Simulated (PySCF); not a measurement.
Species: C₄H₁₁ClOSi₂.
Geometry (PBE0-D3(BJ)/def2-SVP, Å), atoms numbered from 1 in this order:
```
atom  x, y, z in Å
C1     1.2119    1.6969    0.8788
Si2    0.6428    0.0573    0.2017
C3     2.1425   -0.9896   -0.2657
Cl4    2.9428   -0.1816   -1.6587
C5    -0.6047    0.1535   -1.2199
C6    -2.0178    0.0833   -0.5981
Si7   -1.8843   -1.0342    0.9274
O8    -0.2744   -0.7862    1.3392
H9     1.8974    2.1823    0.1673
H10    0.3615    2.3716    1.0603
H11    1.7461    1.5574    1.8318
H12    1.8597   -2.0044   -0.5811
H13    2.8815   -1.0756    0.5440
H14   -0.4725    1.0385   -1.8618
H15   -0.4274   -0.7226   -1.8686
H16   -2.3313    1.0829   -0.2496
H17   -2.7808   -0.2451   -1.3220
H18   -2.1226   -2.4785    0.6207
H19   -2.7792   -0.6338    2.0526
```

All values: PBE0/pcSseg-1 and CAM-B3LYP/def2-SVPD (PySCF, non-relativistic), on one gas-phase PBE0-D3(BJ)/def2-SVP geometry that isn't relaxed in the solvent. The solvent is an IEF-PCM continuum (Bondi radii, 1.10 Å for H, scaled by 1.2). The model holds no explicit solvent molecules, cavitation or dispersion.

Gas phase at PBE0/pcSseg-1: HOMO -7.92 eV, LUMO 0.18 eV, dipole 1.25 D.

Problem. What does the continuum do to the energy, the frontier levels and the dipole at PBE0/pcSseg-1 in acetonitrile and water?

Solution. 
```
     solvent      ε  E(solvent) − E(gas) (kcal/mol)  polarisation term (kcal/mol)  distortion of the solute (kcal/mol)  HOMO (eV)  LUMO (eV)  dipole (D)
acetonitrile  35.69                           -4.19                         -4.64                                 0.45      -7.89       0.26        1.57
       water  78.36                           -4.30                         -4.77                                 0.47      -7.89       0.26        1.58
```

The first energy column is the sum of the next two and covers electrostatics alone. From acetonitrile to water the lowering changes by a factor 1.03, Onsager's factor (ε − 1)/(2ε + 1) by 1.02 and ε itself by 2.2.

Problem. Which radius a makes the point-dipole formula ΔE = −[(ε − 1)/(2ε + 1)]·μ²/a³ give the value in water, with the gas-phase dipole?

Solution. μ = 0.491 au and |ΔE| = 0.00686 Eh give a = 1.37 Å; the farthest nucleus lies 3.51 Å from the centroid of the nuclei, so such a sphere wouldn't even hold the nuclei. The formula assumes a rigid point dipole at the centre of a sphere.

Problem. Give the dipole vector in the frame of the coordinates (D, pointing from negative to positive charge), gas and water.

Solution. Gas (-1.20, 0.34, 0.09), solvent (-1.53, 0.36, 0.10). Its length changes by +26 % and its direction by 3°.

Problem. Which Hirshfeld charges (PBE0/pcSseg-1) respond most in acetonitrile (means over atoms taken as equivalent)?

Solution. 
```json
{"atoms": "Cl4", "environment": "alkyl chlorine", "gas (e)": "-0.064", "solvent (e)": "-0.086", "change": "-0.022"}
{"atoms": "O8", "environment": "siloxane oxygen", "gas (e)": "-0.324", "solvent (e)": "-0.336", "change": "-0.012"}
{"atoms": "H12", "environment": "methylene hydrogen", "gas (e)": "+0.050", "solvent (e)": "+0.058", "change": "+0.008"}
{"atoms": "H13", "environment": "methylene hydrogen", "gas (e)": "+0.051", "solvent (e)": "+0.058", "change": "+0.007"}
{"atoms": "H16", "environment": "methylene hydrogen", "gas (e)": "+0.040", "solvent (e)": "+0.045", "change": "+0.005"}
{"atoms": "H17", "environment": "methylene hydrogen", "gas (e)": "+0.041", "solvent (e)": "+0.044", "change": "+0.003"}
```

Problem. How do the nuclear quadrupole coupling constants eQVzz/h respond in acetonitrile?

Solution. 
```csv
nucleus,Q (barn),gas (MHz),solvent (MHz),η gas,η solvent
35Cl at Cl4,-0.0817,-77.21,-74.23,0.02,0.02
17O at O8,-0.0256,-5.59,-5.54,0.37,0.38
```

Gas phase at CAM-B3LYP/def2-SVPD: HOMO -9.30 eV, LUMO 0.85 eV, dipole 1.15 D.

Problem. What does the continuum do to the energy, the frontier levels and the dipole at CAM-B3LYP/def2-SVPD in acetonitrile?

Solution. 
| solvent | ε | E(solvent) − E(gas) (kcal/mol) | polarisation term (kcal/mol) | distortion of the solute (kcal/mol) | HOMO (eV) | LUMO (eV) | dipole (D) |
| --- | --- | --- | --- | --- | --- | --- | --- |
| acetonitrile | 35.69 | -4.08 | -4.63 | 0.55 | -9.23 | 0.97 | 1.52 |

The atom shares or the degeneracy of the LUMO differ from the gas phase in acetonitrile, so that column needn't follow one orbital.

Problem. How does the static polarisability (CAM-B3LYP/def2-SVPD, frozen core, with the continuum's full static response) change?

Solution. 
| medium | isotropic (au) | principal values (au) | ⟨r²⟩ of the electrons (bohr²) |
| --- | --- | --- | --- |
| gas | 109.7 | 100.3, 102.0, 126.9 | 1857.7 |
| acetonitrile | 148.5 | 140.0, 141.2, 164.2 | 1858.5 |

The isotropic value in acetonitrile is 1.35 times the gas-phase one; no cavity-field correction is applied. ⟨r²⟩ is taken about the centre of nuclear charge.
